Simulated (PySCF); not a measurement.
HN₂ (SMILES N#[NH+]), charge +1, singlet, at a GFN2-xTB geometry. Base run: PBE/cc-pVDZ (PySCF).

Here is a job for PySCF.
```python
from pyscf import gto, scf, dft

mol = gto.M(
    atom='''
N    -0.00000000   -0.00000000   -0.43539476
N     0.00000000    0.00000000    0.64482984
H    -0.00000000   -0.00000000   -1.46604558
''',
    basis='cc-pvdz',
    charge=1,
    verbose=4,
)

mf = dft.RKS(mol)
mf.xc = 'pbe'
mf.kernel()
mo_i, mo_e, stable_i, stable_e = mf.stability(internal=True, external=True, return_status=True, nroots=6, tol=1e-6)
print('internally stable:', stable_i, ' externally stable:', stable_e)
if not stable_e:
    umf = mf.to_uhf() if not hasattr(mf, 'xc') else mf.to_uks()
    umf.scf_summary = {}
    umf.kernel(umf.make_rdm1(mo_e, umf.mo_occ))
```

The bond that is stretched is that between atoms 3 and 1. A test that says stable can miss a lower solution.

Variants of this job, named by their change:

```csv
change,ΔE vs base (kcal/mol),<S^2>,HOMO-LUMO gap (eV),stability test says,outcome
base,0.000,0.000,8.80,stable,converged
bond × 1.25,14.39,0.000,8.86,stable,converged
bond × 1.5,39.94,0.000,5.99,stable,converged
bond × 1.8,65.7,0.000,3.74,stable,converged
bond × 2.2,87.5,0.000,1.99,external instability,converged
bond × 3.0,-,-,-,-,not converged
```

Where a bond breaks into two radicals, a solution with restricted orbitals usually stops being the lowest and lies too high; an unrestricted one lies lower at the price of spin contamination, which <S^2> shows.
